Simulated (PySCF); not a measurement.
C5H7F, SMILES C#CC[C@@H](C)F. Geometry: PBE-D3(BJ)/def2-SVP. The structure was generated by enumeration; whether it is a known compound was not checked. Other conformers were not sampled.

### Question
Give the equilibrium geometry at PBE-D3(BJ)/def2-SVP (PySCF confirms it by a frequency run) as Cartesian coordinates in Å. (Estimate from the structure and the level; the computed values follow.)

### Answer
One answer among several that fit: 
```xyz
13

C      2.3107     0.6249     0.7721
C      1.4689    -0.1072     0.2724
C      0.4503    -0.9760    -0.3096
C     -0.9588    -0.3564    -0.3685
C     -1.4907     0.1177     0.9718
F     -0.9286     0.7217    -1.2536
H      3.0609     1.2716     1.2044
H      0.7443    -1.2553    -1.3445
H      0.3918    -1.9263     0.2660
H     -1.6427    -1.1206    -0.8058
H     -1.5860    -0.7307     1.6787
H     -0.8050     0.8678     1.4130
H     -2.4885     0.5796     0.8420
```
